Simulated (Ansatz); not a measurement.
Gas-phase electronic energies from Ansatz, PBE0-D4/def2-TZVP geometries. CBS: MP2 limit from def2 TZ/QZ plus the TZ coupled-cluster correction, frozen cores. Functionals use def2-TZVPP. B3LYP here is the variant with VWN-RPA as its local correlation; programs differ in this. For Ge outer-core shells are correlated without core-valence functions, which leaves a few kJ/mol of doubt a bond. Scalar relativity is left out up to krypton. One conformer a species, not always the lowest.

Reaction (ligand exchange at the Si–N bond): `[OH][GeH2][NH][SiH](O)O` + `C[SiH](F)S` → `C[SiH](F)S[SiH](O)O` + `[NH2][GeH2][OH]`

Is it downhill or uphill in electronic energy at CCSD(T)/CBS, and by how much? (Estimate.)

Ansatz gave: Uphill: ΔE = +20.7 kJ/mol.

What do these levels give: PBE-D4, r2SCAN-D4, B3LYP-D4, r2SCAN, PBE0, MP2/def2-TZVPP, SCS-MP2/def2-TZVPP, CCSD/def2-TZVPP, CCSD(T)/def2-TZVPP, HF/def2-QZVPP, MP2/def2-QZVPP, MP2/CBS(def2)? (Estimate.)

Computed: PBE-D4 10.1, r2SCAN-D4 15.3, B3LYP-D4 19.7, r2SCAN 15.4, PBE0 13.5, MP2/def2-TZVPP 21.7, SCS-MP2/def2-TZVPP 24.4, CCSD/def2-TZVPP 27.3, CCSD(T)/def2-TZVPP 25.7, HF/def2-QZVPP 26.8, MP2/def2-QZVPP 18.8, MP2/CBS(def2) 16.6 kJ/mol.

Largest T1 diagnostic among the species: 0.012.
